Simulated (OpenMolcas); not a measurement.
An atom or ion with 71 electrons was computed by XMS-CASPT2, IPEA 0.25 Eh, imaginary shift 0.1 Eh with spin-orbit coupling (OpenMolcas, ANO-RCC-VTZP, DKH2). The lowest levels that the run gave, each within 12 % of the measured value where one is at hand:

```csv
J,Parity,E (cm⁻¹),g
3/2,even,0.0,0.458
5/2,even,3640,1.035
7/2,even,6980,1.214
9/2,even,9700,1.271
3/2,even,10470,1.383
1/2,even,12090,1.770
7/2,even,16370,0.921
9/2,even,17340,1.046
5/2,even,18130,1.565
1/2,even,19140,1.566
3/2,even,19770,1.285
11/2,even,23880,1.091
```

Question: Which ion is it, and what are the configurations and terms?

Answer: W3+ (Z = 74, charge +3; active space 3 electrons in 10 orbitals (5d 6d)). J, parity and g give the terms where levels are pure, and mixed ones are named by the computed weights; the size of the splittings, set against known spectra of the 71-electron sequence, gives the charge. In order, with the measured energies in cm⁻¹ (the list in J. Phys. B 45, 035001 (2012)): 5d³ ⁴F_3/2, 5d³ ⁴F_5/2 (3537), 5d³ ⁴F_7/2 (6745), 5d³ ⁴F_9/2 (9256), 5d³ ²P_3/2 [43 %], 5d³ ⁴P_1/2 [55 %] (11773), 5d³ ²G_7/2 (15261), 5d³ ²H_9/2 [53 %], 5d³ ⁴P_5/2 (17190), 5d³ ²P_1/2 [55 %] (18365), 5d³ ⁴P_3/2 [49 %], 5d³ ²H_11/2 (22223).

CASPT2 does not keep the components of a term degenerate, so their means are used; among the terms shown or strongly mixed into the levels shown the widest spread is 710 cm-1 (5d³ ⁴F). Over all roots computed the reference weight is 0.90 to 0.96; the roots of lowest weight are the least certain, and an intruder state may touch them. Active for correlation alone: 6d; no level in the range computed is led by a configuration that fills it, so any true level of that kind is missing. The CASPT2 spread within a term exceeds the gap to the next term for 5d³ ²D(1) and 5d³ ²H, so the order of their levels is uncertain. Computed and measured levels are paired by configuration, term and J; levels that our copy of the source lacks, or whose pairing is in doubt (as where it misses far off the trend of its configuration), stay unpaired and out of the deviations. Levels of configurations outside the active space are missing.

A share in square brackets marks a mixed level and gives the weight of the term that names it. A number in round brackets counts repeated terms of one configuration in the order of the reference energies.
